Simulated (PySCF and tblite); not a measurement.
Values are calculated unless marked as measured or tabulated.
4 constitutional isomers of C₅H₈O₂:

```json
{"isomer": "A", "SMILES": "[O:1]=[C:2]1[CH2:3][CH2:4][O:5][CH2:6][CH2:7]1"}
{"isomer": "B", "SMILES": "[CH2:1]=[C:2]1[CH2:3][CH2:4][O:5][CH2:6][O:7]1"}
{"isomer": "C", "SMILES": "[O:1]=[C:2]1[CH2:3][CH2:4][CH2:5][O:6][CH2:7]1"}
{"isomer": "D", "SMILES": "[O:1]=[C:2]1[CH2:3][CH2:4][CH2:5][CH2:6][O:7]1"}
```

Protocol: conformer search, at most 6 conformers an isomer, GFN2-xTB geometries, energies PBE0/def2-SVP (IEF-PCM, chloroform) (D3(BJ) added where defined), weights at 298.15 K with GFN2-xTB thermal terms. Programs: PySCF with density fitting and tblite.

Q: Rank the isomers by free energy at 298.15 K.

A: 
```json
{"isomer": "D", "ΔG (kcal/mol)": "0.0", "ΔE, lowest conformer": "0.0", "conformers": "2", "largest weight %": "87", "rms dipole (D)": "5.57"}
{"isomer": "A", "ΔG (kcal/mol)": "17.1", "ΔE, lowest conformer": "17.1", "conformers": "1", "largest weight %": "100", "rms dipole (D)": "2.01"}
{"isomer": "C", "ΔG (kcal/mol)": "19.1", "ΔE, lowest conformer": "19.9", "conformers": "2", "largest weight %": "90", "rms dipole (D)": "3.45"}
{"isomer": "B", "ΔG (kcal/mol)": "35.6", "ΔE, lowest conformer": "36.6", "conformers": "2", "largest weight %": "95", "rms dipole (D)": "2.04"}
```
